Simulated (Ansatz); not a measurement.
Consider the substitution at a C–Si bond: `C[SiH](C)[SnH3]` + `N=CBr` → `C/N=C\Br` + `C[SiH2][SnH3]`.

Isolated molecules relaxed with PBE0-D4/def2-TZVP in Ansatz; ΔE leaves out vibrations. CBS: MP2 limit from def2 TZ/QZ plus the TZ coupled-cluster correction, frozen cores. Functionals use def2-TZVPP. def2 core potentials past Kr. For Br, Sn outer-core shells are correlated without core-valence functions, which leaves a few kJ/mol of doubt a bond. Scalar relativity is left out up to krypton. Each species was taken in one conformer, which may not be the lowest.

`C[SiH](C)[SnH3]`:

Cartesian coordinates in Å:
```
C -0.442 -1.321 1.310
Si 0.437 0.082 0.426
C -0.436 1.716 0.722
Sn 0.566 -0.406 -2.092
H 0.078 -2.269 1.161
H -0.488 -1.125 2.385
H -1.464 -1.434 0.942
H 1.837 0.178 0.934
H -1.459 1.687 0.339
H 0.087 2.538 0.229
H -0.482 1.936 1.792
H 1.362 0.843 -2.950
H -0.998 -0.562 -2.774
H 1.401 -1.862 -2.424
```

`N=CBr`:

Z-matrix (Å, degrees):
```
C
N 1 1.245
Br 1 1.897 2 120.9
H 1 1.090 2 128.5 3 -180.0
H 2 1.020 1 110.9 3 180.0
```

`C/N=C\Br`:

```xyz
8

C    -0.343   -0.550    0.863
N    -0.683    0.372   -0.180
C     0.097    0.778   -1.048
Br    1.970    0.296   -1.250
H    -0.547   -0.076    1.825
H     0.700   -0.879    0.829
H    -1.004   -1.418    0.787
H    -0.190    1.477   -1.826
```

`C[SiH2][SnH3]`:

Cartesian coordinates in Å:
```
C -0.802 -1.549 -0.518
Si -0.399 -0.282 0.806
Sn 1.032 1.629 -0.127
H -1.411 -2.356 -0.104
H 0.111 -1.986 -0.928
H -1.357 -1.089 -1.339
H 0.342 -0.925 1.928
H -1.652 0.294 1.369
H 0.225 2.434 -1.403
H 2.511 1.039 -0.753
H 1.401 2.791 1.069
```

```
        level  ΔE (eV)
       PBE-D4     0.37
HF/def2-QZVPP     0.43
```

Question: What does CCSD(T)/CBS give? (Best estimate.)

Answer: The calculation gave: +0.46 eV. The listed levels differ from it by -0.09, -0.03 eV.

Largest T1 diagnostic among the species: 0.012.

From PBE to PBE0 (25 % exact exchange), in def2-TZVPP and without D4, ΔE moves by +0.05 eV.
